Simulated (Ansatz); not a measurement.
Mo(OH)4 (MoO4H4). Total charge 0; triplet. Geometry r2SCAN-D4/def2-SVP; atoms count from 1.

```xyz
9

Mo   -0.010    0.296    0.202
O    -1.841    0.777    0.182
H    -2.424    0.079   -0.167
O     0.719    0.183    1.928
H     0.895   -0.614    2.447
O    -0.424   -1.345   -0.706
H     0.247   -1.543   -1.381
O     1.240    0.635   -1.205
H     1.598    1.531   -1.300
```

In the def2 sets Mo takes a core potential; there is no spin–orbit coupling.

Question: Estimate the Mulliken populations from the PBE0/def2-TZVP orbitals of Ansatz.

Answer: 
```tsv
atom	charge (e)	spin (α − β)	d electrons
Mo1	1.52	1.92	3.89
O2	-0.72	-0.02	–
H3	0.35	0.03	–
O4	-0.77	-0.01	–
H5	0.35	0.01	–
O6	-0.69	0.05	–
H7	0.34	0.02	–
O8	-0.73	-0.01	–
H9	0.33	0.01	–
```
Mulliken values and Mayer orders depend strongly on the basis.

Question: Where does the spin sit?

Answer: Summed by element: Mo 1.92, O 0.01, H 0.07, of 2 unpaired in all. Largest on single atoms: Mo1 1.92, O6 0.05, H3 0.03.

Question: And the Mayer bond orders between bonded heavy atoms (over 0.3)?

Answer: Mo1–O2 0.95 (1.89 Å); Mo1–O4 0.89 (1.88 Å); Mo1–O6 0.99 (1.92 Å); Mo1–O8 0.88 (1.91 Å).
